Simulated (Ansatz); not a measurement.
# GeCl2 (germanium dichloride): the energy, rung by rung

GeCl2: 3 atoms, total charge 0, spin state singlet. As SMILES, `Cl[Ge]Cl`. The coordinates come from a PBE0-D4/def2-TZVP relaxation. The run starts from this shape.

| atom | x (Å) | y (Å) | z (Å) |
| --- | --- | --- | --- |
| Cl | -0.0654 | -1.6817 | 0.4227 |
| Ge | -0.4212 | 0.0672 | -0.8320 |
| Cl | 0.4866 | 1.6145 | 0.4093 |

Each level gives the adiabatic ionisation energy (to the doublet cation, no zero-point term) (eV). The values are calculated.

```csv
level,kind,program,value (eV),CPU time (all runs)
HF/STO-3G,Hartree–Fock,Ansatz,7.60,6.1 s
HF/3-21G,Hartree–Fock,Ansatz,9.93,8.3 s
HF/6-31G* (Cartesian functions),Hartree–Fock,Ansatz,9.33,21 s
PBE/def2-SVP,GGA,Ansatz,9.84,27 s
PBE-D3(BJ)/def2-TZVP,GGA,Ansatz,9.85,55 s
r2SCAN/def2-TZVP,meta-GGA,Ansatz,9.89,1.9 min
B3LYP/6-31G* (Cartesian functions),global hybrid,Ansatz,10.18,40 s
B3LYP-D4/def2-TZVP,global hybrid,Ansatz,10.07,62 s
wB97X-V/def2-SVP,range-separated hybrid,Ansatz,10.07,41 s
MP2/6-31G* (Cartesian functions),perturbation theory,Ansatz,9.73,38 s
```

All-electron rows without a relativistic Hamiltonian named are non-relativistic. The values span 7.60 to 10.18 eV. In the correlated wave-function rows the outer d shell of Ge is correlated, in sets not made for it. Without the sets that lack polarisation functions the rows with a basis span only 9.33 to 10.18 eV. CPU times are rough (shared hosts, several kinds of processor and program).
